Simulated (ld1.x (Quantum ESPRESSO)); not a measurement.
## sulfur (S) ultrasoft: all-electron and pseudo phase curves

- Element: sulfur
- Generator: ld1.x (Quantum ESPRESSO) 7.5
- Type: ultrasoft
- Functional: Wu–Cohen
- Relativity: scalar-relativistic
- Frozen core: [Ne]
- Valence charge: 6
- Reference configuration: 3s2 3p4
- Partial waves: 3s (bound): rcut 1.00, rcutus 1.30 bohr; 3s channel at -0.8 Ry: rcut 1.00, rcutus 1.30 bohr; 3p (bound): rcut 1.00, rcutus 1.20 bohr; 3p channel at -0.1 Ry: rcut 1.00, rcutus 1.20 bohr
- Local potential: all-electron potential smoothed inside 1.30 bohr (lloc = -1)
- Core correction: a·sin(br)/r model core inside 1.10 bohr
- Augmentation charge: built from norm-conserving waves at rcut, not smoothed further

The phase is arctan(r·u′/u) with u = r·R(r), unwrapped; energies in Ry, scanned from -3 to 5 Ry. A pole is an energy at which the radial function vanishes at the test radius. The pseudo phase is shifted by a multiple of π to meet the all-electron one at the reference energy, and phase errors are pseudo minus all-electron; the curves can meet again beyond the range given. Levels narrower than the energy grid can be missing from the lists of poles.

```
channel  radius (bohr)  reference energy (Ry)  poles, all-electron  poles, pseudo  unbroken range about the reference energy with phases within 0.05 rad  phase error 1 Ry above the reference energy (rad)
      s           1.40                  -1.26                 none           3.17                                                              below 2.9                                             -0.000
      p           1.40                  -0.51                 none           none                                                        the whole range                                             +0.001
```

Phases in the p channel:

| E (Ry) | all-electron | pseudo |
| --- | --- | --- |
| -3.00 | 1.048 | 1.046 |
| -2.52 | 0.988 | 0.987 |
| -2.04 | 0.909 | 0.909 |
| -1.56 | 0.804 | 0.803 |
| -1.08 | 0.657 | 0.657 |
| -0.60 | 0.451 | 0.451 |
| -0.12 | 0.170 | 0.170 |
| 0.36 | -0.170 | -0.169 |
| 0.84 | -0.504 | -0.503 |
| 1.32 | -0.775 | -0.772 |
| 1.80 | -0.971 | -0.967 |
| 2.28 | -1.111 | -1.106 |
| 2.76 | -1.213 | -1.207 |
| 3.24 | -1.289 | -1.283 |
| 3.72 | -1.349 | -1.341 |
| 4.20 | -1.396 | -1.387 |
| 4.68 | -1.435 | -1.424 |
